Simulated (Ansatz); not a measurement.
CH3Cl2FO2W (`C[O][W](=[O])([F])([Cl])[Cl]`). Total charge 0; spin multiplicity 1. W: def2 effective core potential. Geometry: relaxed with PBE0-D4/def2-TZVP. It is one conformer, not always the lowest.

```xyz
10

C     1.611   -0.374    0.499
O     0.359    0.239    0.608
W    -1.266    0.393   -0.240
O    -2.068    1.424    0.812
F    -2.567    0.109   -1.544
Cl   -0.196    1.606   -1.880
Cl   -1.673   -1.800    0.334
H     1.483   -1.461    0.486
H     2.094   -0.053   -0.429
H     2.222   -0.084    1.354
```

What is the dipole moment at r2SCAN/def2-TZVPP? (An estimate is asked.)

Ansatz gave: 3.92 D, with components (3.68, -1.10, 0.76) D in this frame, pointing from negative to positive charge.

And with PBE, B3LYP, ωB97M-V? (Best estimate.)

Ansatz gave: PBE 3.84 D, B3LYP 3.94 D, ωB97M-V 3.81 D.

Give the Mulliken charges with r2SCAN, B3LYP, ωB97M-V in def2-TZVPP. (Best estimate.)

Ansatz gave: 
```json
{"atom": "C1", "r2SCAN": "0.01", "B3LYP": "-0.11", "ωB97M-V": "-0.16"}
{"atom": "O2", "r2SCAN": "-0.30", "B3LYP": "-0.30", "ωB97M-V": "-0.30"}
{"atom": "W3", "r2SCAN": "1.14", "B3LYP": "1.13", "ωB97M-V": "1.06"}
{"atom": "O4", "r2SCAN": "-0.30", "B3LYP": "-0.30", "ωB97M-V": "-0.29"}
{"atom": "F5", "r2SCAN": "-0.28", "B3LYP": "-0.29", "ωB97M-V": "-0.27"}
{"atom": "Cl6", "r2SCAN": "-0.26", "B3LYP": "-0.25", "ωB97M-V": "-0.23"}
{"atom": "Cl7", "r2SCAN": "-0.26", "B3LYP": "-0.25", "ωB97M-V": "-0.23"}
{"atom": "H8", "r2SCAN": "0.08", "B3LYP": "0.12", "ωB97M-V": "0.13"}
{"atom": "H9", "r2SCAN": "0.08", "B3LYP": "0.12", "ωB97M-V": "0.13"}
{"atom": "H10", "r2SCAN": "0.08", "B3LYP": "0.13", "ωB97M-V": "0.14"}
```

B3LYP here is the variant with VWN-RPA as its local correlation; programs differ in this.
